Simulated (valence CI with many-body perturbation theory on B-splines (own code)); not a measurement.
# E1 line list for Pt⁷²⁺

Level of theory: relativistic CI+MBPT: four valence electrons over a frozen Dirac-Fock core [He], radial functions for each j: 11 s, 11 p, 9 d, 7 f, 5 g, 2 h, 1 i, with the one-electron correlation potential Σ1, the two-electron term Σ2, the three-electron term Σ3, Breit, model QED; selected CI, second order for the rest (own B-spline code, finite nucleus).

No measured spectrum was set against this ion. As an estimate, large intervals hold to a few tenths of a per cent, small ones and those within an open d or f shell to about a per cent. Among the levels kept, up to 310 cm⁻¹ of a level comes from second order outside the variational space, and about a tenth of that is noise between levels of different J, which matters for small intervals.

Lines 151 to 200 of 253 in falling wavelength, among levels below 14862 eV, chosen from the strongest by gf and those to the six lowest levels. Wavelengths and rates use the calculated energies. Electric multipoles are in the length gauge, E1 and E2 with the static RPA response of the core. Weak lines are less certain than strong ones. Lines between different terms over intervals too small for the method are left out, as are lines whose strength nearly cancels. The highest levels of a list are the least certain.

Levels are named by their leading jj configuration (3d3/2^4 stands for four electrons in 3d with j = 3/2), which in mixed levels can hold well under half, so a name can repeat and another be missing. Letters in brackets count levels of one name in rising energy.

```tsv
λ vac (Å)	Upper	Lower	A (s⁻¹)	S (a.u.) with core polarisation	S without
1.142	(2s 2p1/2^2 3d5/2) J=2	(2s 2p1/2^2 2p3/2) J=2	1.49e+14	5.49e-04	5.49e-04
1.141	(2s^2 2p1/2 3d5/2) J=2	(2s^2 2p1/2 2p3/2) J=1	1.70e+15	6.25e-03	6.25e-03
1.141	(2s^2 2p3/2 3d5/2) J=2	(2s^2 2p3/2^2) J=2	1.20e+15	4.39e-03	4.40e-03
1.139	(2s 2p1/2 2p3/2 3p3/2) J=2 [a]	(2s^2 2p3/2^2) J=2	2.12e+14	7.73e-04	7.74e-04
1.139	(2s 2p1/2 2p3/2 3d5/2) J=3 [b]	(2s 2p1/2 2p3/2^2) J=2 [a]	2.17e+14	1.11e-03	1.11e-03
1.139	(2s^2 2p3/2 3d5/2) J=3	(2s^2 2p3/2^2) J=2	3.05e+15	1.56e-02	1.56e-02
1.137	(2s^2 2p3/2 3d5/2) J=1	(2s^2 2p3/2^2) J=2	1.72e+14	3.74e-04	3.74e-04
1.136	(2s 2p1/2 2p3/2 3p3/2) J=2 [b]	(2s^2 2p3/2^2) J=2	1.37e+13	4.97e-05	4.97e-05
1.135	(2s 2p1/2 2p3/2 3p3/2) J=3 [b]	(2s^2 2p3/2^2) J=2	9.96e+13	5.03e-04	5.03e-04
1.134	(2s 2p1/2^2 3p3/2) J=2	(2s^2 2p1/2 2p3/2) J=2	4.44e+12	1.60e-05	1.60e-05
1.132	(2s 2p1/2 2p3/2 3d5/2) J=3 [c]	(2s 2p1/2 2p3/2^2) J=2 [a]	4.11e+14	2.06e-03	2.06e-03
1.132	(2s 2p1/2^2 3p3/2) J=2	(2s^2 2p1/2 2p3/2) J=1	4.83e+13	1.73e-04	1.73e-04
1.129	(2s 2p1/2 2p3/2 3p3/2) J=3 [c]	(2s^2 2p3/2^2) J=2	2.44e+13	1.21e-04	1.21e-04
1.127	(2s 2p1/2 2p3/2 3p3/2) J=2 [d]	(2s^2 2p3/2^2) J=2	6.47e+12	2.28e-05	2.29e-05
1.059	(2s 2p1/2 2p3/2 3s) J=2 [b]	(2s 2p1/2^2 2p3/2) J=1	8.80e+12	2.58e-05	2.57e-05
1.057	(2s 2p1/2 2p3/2 3s) J=2 [a]	(2s 2p1/2^2 2p3/2) J=2	4.25e+13	1.24e-04	1.23e-04
1.054	(2s 2p1/2 2p3/2 3s) J=1 [a]	(2s 2p1/2^2 2p3/2) J=2	5.49e+13	9.52e-05	9.49e-05
1.054	(2s 2p1/2 2p3/2 3s) J=0	(2s 2p1/2^2 2p3/2) J=1	6.96e+13	4.01e-05	4.00e-05
1.053	(2s 2p1/2 2p3/2 3s) J=1 [b]	(2s 2p1/2^2 2p3/2) J=1	6.43e+13	1.11e-04	1.11e-04
1.053	(2s 2p1/2 2p3/2 3s) J=3	(2s 2p1/2^2 2p3/2) J=2	6.98e+13	2.82e-04	2.81e-04
1.053	(2s 2p1/2 2p3/2 3s) J=1 [c]	(2s 2p1/2^2 2p3/2) J=1	8.96e+12	1.55e-05	1.54e-05
1.053	(2s 2p1/2 2p3/2 3s) J=2 [c]	(2s 2p1/2^2 2p3/2) J=1	5.10e+13	1.47e-04	1.46e-04
1.051	(2s^2 2p1/2 3s) J=1	(2s^2 2p1/2^2) J=0	6.55e+13	1.13e-04	1.12e-04
1.050	(2s 2p1/2 2p3/2 3s) J=2 [b]	(2s 2p1/2^2 2p3/2) J=2	2.75e+13	7.86e-05	7.84e-05
1.048	(2s^2 2p3/2 3s) J=2	(2s^2 2p1/2 2p3/2) J=2	4.26e+13	1.21e-04	1.21e-04
1.047	(2s^2 2p3/2 3s) J=1	(2s^2 2p1/2 2p3/2) J=2	6.74e+13	1.15e-04	1.14e-04
1.046	(2s^2 2p3/2 3s) J=2	(2s^2 2p1/2 2p3/2) J=1	3.57e+13	1.01e-04	1.01e-04
1.046	(2s^2 2p3/2 3s) J=1	(2s^2 2p1/2 2p3/2) J=1	1.63e+13	2.75e-05	2.75e-05
1.028	(2s^2 2p3/2 3p3/2) J=1	(2s 2p1/2^2 2p3/2) J=1	6.08e+12	9.78e-06	9.77e-06
1.025	(2s^2 2p3/2 3p3/2) J=2	(2s 2p1/2^2 2p3/2) J=1	3.95e+12	1.05e-05	1.05e-05
1.021	(2s 2p1/2 2p3/2 3p1/2) J=1 [a]	(2s^2 2p1/2 2p3/2) J=2	5.80e+13	9.13e-05	9.12e-05
1.020	(2s^2 2p3/2 3p3/2) J=3	(2s 2p1/2^2 2p3/2) J=2	6.22e+12	2.28e-05	2.28e-05
1.019	(2s 2p1/2 2p3/2 3p1/2) J=1 [a]	(2s^2 2p1/2 2p3/2) J=1	1.70e+14	2.67e-04	2.67e-04
1.018	(2s 2p1/2 2p3/2 3p1/2) J=2 [a]	(2s^2 2p1/2 2p3/2) J=1	4.33e+14	1.13e-03	1.13e-03
1.018	(2p1/2^2 2p3/2 3p1/2) J=1	(2s 2p1/2^2 2p3/2) J=1	1.80e+14	2.81e-04	2.81e-04
1.018	(2p1/2^2 2p3/2 3p1/2) J=2	(2s 2p1/2^2 2p3/2) J=1	5.16e+14	1.34e-03	1.34e-03
1.017	(2s^2 2p3/2 3p3/2) J=2	(2s 2p1/2^2 2p3/2) J=2	3.30e+12	8.56e-06	8.55e-06
1.017	(2s 2p1/2 2p3/2 3p1/2) J=3	(2s^2 2p1/2 2p3/2) J=2	6.22e+14	2.26e-03	2.26e-03
1.016	(2s 2p1/2^2 3p1/2) J=1	(2s^2 2p1/2^2) J=0	6.71e+14	1.04e-03	1.04e-03
1.014	(2s 2p1/2 2p3/2 3p1/2) J=2 [b]	(2s^2 2p1/2 2p3/2) J=2	3.48e+14	8.94e-04	8.93e-04
1.012	(2s 2p1/2 2p3/2 3p1/2) J=2 [b]	(2s^2 2p1/2 2p3/2) J=1	5.60e+13	1.43e-04	1.43e-04
1.011	(2s 2p1/2 2p3/2 3p1/2) J=1 [b]	(2s^2 2p1/2 2p3/2) J=2	1.72e+14	2.64e-04	2.63e-04
1.010	(2s 2p1/2 2p3/2 3p1/2) J=2 [c]	(2s^2 2p1/2 2p3/2) J=2	2.65e+14	6.74e-04	6.74e-04
1.010	(2p1/2^2 2p3/2 3p1/2) J=1	(2s 2p1/2^2 2p3/2) J=2	9.14e+14	1.39e-03	1.39e-03
1.010	(2p1/2^2 2p3/2 3p1/2) J=2	(2s 2p1/2^2 2p3/2) J=2	5.68e+14	1.44e-03	1.44e-03
1.009	(2s 2p1/2 2p3/2 3p1/2) J=0	(2s^2 2p1/2 2p3/2) J=1	6.18e+14	3.14e-04	3.13e-04
1.009	(2s 2p1/2 2p3/2 3p1/2) J=1 [b]	(2s^2 2p1/2 2p3/2) J=1	3.93e+14	5.98e-04	5.97e-04
1.009	(2s 2p1/2 2p3/2 3p1/2) J=2 [c]	(2s^2 2p1/2 2p3/2) J=1	1.05e+14	2.67e-04	2.67e-04
1.006	(2s 2p1/2 2p3/2 3p1/2) J=1 [c]	(2s^2 2p1/2 2p3/2) J=2	3.37e+14	5.08e-04	5.08e-04
1.005	(2s 2p1/2 2p3/2 3p1/2) J=1 [c]	(2s^2 2p1/2 2p3/2) J=1	6.08e+13	9.13e-05	9.13e-05
```
